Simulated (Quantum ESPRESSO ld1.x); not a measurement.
Results of a calculation; reference values are marked as such.
Problem. Coherent X-ray form factor from a spherical all-electron density. Level of theory: scalar-relativistic Kohn-Sham, LDA (Slater exchange, Perdew-Wang correlation), spin-polarised, spherical densities, point nucleus (ld1.x of Quantum ESPRESSO 7.5).

| sin(theta)/lambda (1/angstrom) | f0 (electrons) |
|---|---|
| 0.05 | 0.941 |
| 0.1 | 0.792 |
| 0.15 | 0.615 |
| 0.2 | 0.454 |
| 0.25 | 0.327 |
| 0.3 | 0.234 |
| 0.4 | 0.122 |
| 0.5 | 0.066 |
| 0.6 | 0.038 |
| 0.8 | 0.015 |
| 1 | 0.007 |
| 1.25 | 0.003 |
| 1.5 | 0.001 |
| 2 | 0.000 |

The species is in the configuration that NIST lists as its ground one. Which atom or ion scatters so?

Solution. Neutral hydrogen, 1s1. Extrapolating in s^2 from the first two rows gives f0(0) = 1.0, near the electron count 1; among species with that count, the fall with angle is slower the higher Z, and the table is that of Z = 1; from so few rows the species is fixed only to a neighbour or two.
